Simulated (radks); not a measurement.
Coherent X-ray form factor from a spherical all-electron density. Method: Dirac Kohn-Sham, PBE, spin-unpolarised, spherical densities, point nucleus; computed with a radial shooting solver on a logarithmic mesh with Libxc functionals.

sin(theta)/lambda (1/angstrom),f0 (electrons)
0.05,71.405
0.1,69.709
0.15,67.145
0.2,64.016
0.25,60.613
0.3,57.165
0.4,50.677
0.5,45.059
0.6,40.288
0.8,32.619
1,26.741
1.25,21.458
1.5,18.048
2,14.238

The species is in the configuration that NIST lists as its ground one. Which atom or ion scatters so?

Answer. The osmium ion Os4+, [Xe] 4f14 5d4. Extrapolating in s^2 from the first two rows gives f0(0) = 72.0, near the electron count 72; among species with that count, the fall with angle is slower the higher Z, and the table is that of Z = 76; from so few rows the species is fixed only to a neighbour or two.
